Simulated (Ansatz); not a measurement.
System: CH5FNSi (charge 0, doublet). It need not be the lowest isomer of its formula. SMILES: C[Si@@H]([NH])F
Structure (B3LYP-D3(BJ)/def2-TZVP (Ansatz, a program for electronic structure) minimum search):
```xyz
9

Si    -0.1072     0.1274    -0.3024
C      0.9974    -1.3624    -0.1829
F      0.6389     1.3711     0.4013
N     -1.6467    -0.2574     0.3919
H     -0.3849     0.5315    -1.6983
H      0.5443    -2.2123    -0.6952
H      1.9635    -1.1498    -0.6447
H      1.1681    -1.6399     0.8586
H     -1.9976     0.3230     1.1546
```
Charge 0, spin multiplicity 2.

Property: atomisation energy (electronic, to ground-state atoms), in kcal/mol. Valence correlation only, unless marked. UHF or UKS for open shells. No spin-orbit coupling. No relativistic terms. The coupled-cluster limit lacks core correlation, which all-electron functionals hold. Basis-set limits of correlation are two-point, X^-3; Hartree-Fock from the larger set. [CCSD(T)-MP2]/basis is that difference in the basis named.

```
level                                                                 program  atomisation energy (kcal/mol)
-------------------------------------------------------------  --------------  -----------------------------
BLYP-D3(BJ)/def2-TZVPD                                         Ansatz + dftd3                          770.5
B97M-V/def2-TZVPD                                                      Ansatz                            [?]
PBE0/def2-QZVPP                                                        Ansatz                            [?]
r2SCAN0-D4/def2-TZVPD                                          Ansatz + dftd4                            [?]
CAM-B3LYP/def2-TZVPD                                                   Ansatz                          772.4
RI-MP2/CBS(cc-pV(T+d)Z,cc-pV(Q+d)Z)+[CCSD(T)-MP2]/cc-pV(T+d)Z          Ansatz                          770.2
```

Fill in the missing entries.


- B97M-V/def2-TZVPD, atomisation energy (kcal/mol): 771.4
- PBE0/def2-QZVPP, atomisation energy (kcal/mol): 765.2
- r2SCAN0-D4/def2-TZVPD, atomisation energy (kcal/mol): 759.0
